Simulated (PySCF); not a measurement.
MoF3H3, SMILES [F][MoH3]([F])[F], multiplicity 1.

Geometry optimised at B3LYP-D3(BJ)/def2-SVP. The multiplicity is an assumed one; no other spin state was optimised. The structure was generated by enumeration; whether it is a known compound was not checked. The def2 effective core potentials stand for the cores of Mo; spin–orbit coupling is left out.

Level of theory: PySCF 2.14.0 with TDA-PBE/def2-SVPD.

Vertical excitations; the highest root listed may be one member of a degenerate set. Isolated molecule, no solvent. State labels are in the subgroup Cs.

Computed lowest excited states:
| state | symmetry | energy (eV) | λ (nm) | f | main pairs |
|---|---|---|---|---|---|
| S1 | A" | 3.39 | 365 | 0.000 | HOMO→LUMO+1 50 %, HOMO−1→LUMO 50 % |
| S2 | A' | 3.64 | 341 | 0.005 | HOMO−1→LUMO+1 48 %, HOMO→LUMO 48 % |
| S3 | A' | 3.77 | 329 | 0.001 | HOMO−1→LUMO+1, HOMO→LUMO, HOMO−1→LUMO+2 (degenerate set) |
| S4 | A" | 3.77 | 329 | 0.001 | HOMO−1→LUMO, HOMO→LUMO+1, HOMO→LUMO+2 (degenerate set) |
| S5 | A' | 4.14 | 299 | 0.030 | HOMO−1→LUMO+2 (degenerate set) |
| S6 | A" | 4.14 | 299 | 0.030 | HOMO→LUMO+2 (degenerate set) |
| S7 | A' | 6.46 | 192 | 0.002 | HOMO−1→LUMO+3 (degenerate set) |
| S8 | A" | 6.46 | 192 | 0.002 | HOMO→LUMO+3 (degenerate set) |
| S9 | A' | 6.60 | 188 | 0.002 | HOMO−2→LUMO, HOMO−4→LUMO, HOMO−5→LUMO+1 (degenerate set) |
| S10 | A" | 6.60 | 188 | 0.002 | HOMO−2→LUMO+1, HOMO−5→LUMO, HOMO−4→LUMO+1 (degenerate set) |
| T1 | A' | 2.92 | 425 | 0 | HOMO−1→LUMO+1 50 %, HOMO→LUMO 49 % |
| T2 | A" | 3.02 | 410 | 0 | HOMO→LUMO+1, HOMO−1→LUMO (degenerate set) |
| T3 | A' | 3.02 | 410 | 0 | HOMO→LUMO, HOMO−1→LUMO+1 (degenerate set) |
| T4 | A" | 3.10 | 400 | 0 | HOMO−1→LUMO 50 %, HOMO→LUMO+1 50 % |
Triplets are in the Tamm–Dancoff approximation.
